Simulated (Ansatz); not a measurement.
`[OH][SnH2][SiH2]Cl` and `[CH3][SnH2][SiH2]Cl` differ in one atom or group.

Ansatz, PBE0-D4/def2-TZVP geometries, multiplicity 1. Each molecule was computed in one conformer, which needn't be the lowest.

Elements past krypton have def2 core potentials.

```json
{"property": "HOMO energy (ωB97M-V/def2-TZVPP) / eV", "`[OH][SnH2][SiH2]Cl`": "-9.73"}
{"property": "HOMO energy (PBE0/def2-TZVPP) / eV", "`[OH][SnH2][SiH2]Cl`": "-7.68"}
{"property": "size of the dipole moment (B3LYP/def2-TZVPP) / D", "`[OH][SnH2][SiH2]Cl`": "2.43"}
{"property": "HOMO–LUMO gap (PBE/def2-TZVPP) / eV", "`[OH][SnH2][SiH2]Cl`": "4.64"}
{"property": "HOMO–LUMO gap (ωB97M-V/def2-TZVPP) / eV", "`[OH][SnH2][SiH2]Cl`": "10.34"}
{"property": "LUMO energy (PBE/def2-TZVPP) / eV", "`[OH][SnH2][SiH2]Cl`": "-1.76"}
```

**Question.** Give the same properties after the change, and the shifts. (Estimate.)

**Answer.** Computed: 
| property | `[CH3][SnH2][SiH2]Cl` | shift |
| --- | --- | --- |
| HOMO energy (ωB97M-V/def2-TZVPP) / eV | -9.65 | 0.08 |
| HOMO energy (PBE0/def2-TZVPP) / eV | -7.66 | 0.02 |
| size of the dipole moment (B3LYP/def2-TZVPP) / D | 1.30 | -1.13 |
| HOMO–LUMO gap (PBE/def2-TZVPP) / eV | 5.16 | 0.52 |
| HOMO–LUMO gap (ωB97M-V/def2-TZVPP) / eV | 10.67 | 0.33 |
| LUMO energy (PBE/def2-TZVPP) / eV | -1.40 | 0.36 |

Dipoles are sizes alone; their direction can turn.

B3LYP here is the variant with VWN-RPA as its local correlation; programs differ in this.
